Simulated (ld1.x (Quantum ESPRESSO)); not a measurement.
An all-electron radial function and its pseudo partner (Ti (Z = 22))

Columns: radius, all-electron u(r) and pseudo u(r) of the 3p shell (level -42.29 eV) of titanium in the configuration [Ne] 3s2 3p6 3d2 4s1.5 4p0; LDA (PZ), scalar-relativistic, TM scheme, ld1.x (Quantum ESPRESSO) 7.5.

| r (bohr) | all-electron | pseudo |
| --- | --- | --- |
| 0.082 | 0.3280 | -0.0213 |
| 0.165 | 0.5301 | -0.0845 |
| 0.248 | 0.4217 | -0.1847 |
| 0.330 | 0.1496 | -0.3119 |
| 0.413 | -0.1689 | -0.4585 |
| 0.495 | -0.4567 | -0.6085 |
| 0.578 | -0.6899 | -0.7518 |
| 0.660 | -0.8555 | -0.8718 |
| 0.742 | -0.9609 | -0.9604 |
| 0.825 | -1.0159 | -1.0129 |
| 0.908 | -1.0300 | -1.0285 |
| 0.990 | -1.0140 | -1.0137 |
| 1.072 | -0.9771 | -0.9771 |
| 1.155 | -0.9255 | -0.9255 |
| 1.238 | -0.8654 | -0.8654 |
| 1.320 | -0.8016 | -0.8016 |
| 1.402 | -0.7365 | -0.7365 |
| 1.485 | -0.6714 | -0.6714 |
| 1.568 | -0.6086 | -0.6086 |
| 1.650 | -0.5498 | -0.5498 |
| 1.733 | -0.4941 | -0.4941 |
| 1.815 | -0.4432 | -0.4432 |
| 1.898 | -0.3958 | -0.3958 |
| 1.980 | -0.3531 | -0.3531 |
| 2.062 | -0.3144 | -0.3144 |
| 2.145 | -0.2790 | -0.2790 |

Question: How many radial nodes do the two functions have?

Answer: The all-electron 3p function has n − l − 1 = 1; the pseudo-wave has 0, since the states of the same l below it are removed with the core.

Question: At about which radius was the pseudo-wave matched?

Answer: 1.15 bohr. The columns agree to 0.0005 from 0.99 bohr on; several derivatives are matched, so the curves merge somewhat inside the radius.

Question: Is the pseudo-wave norm-conserving?

Answer: Yes: the TM scheme keeps the norm inside the radius equal to the all-electron one, which fixes the energy derivative of the logarithmic derivative at the level.
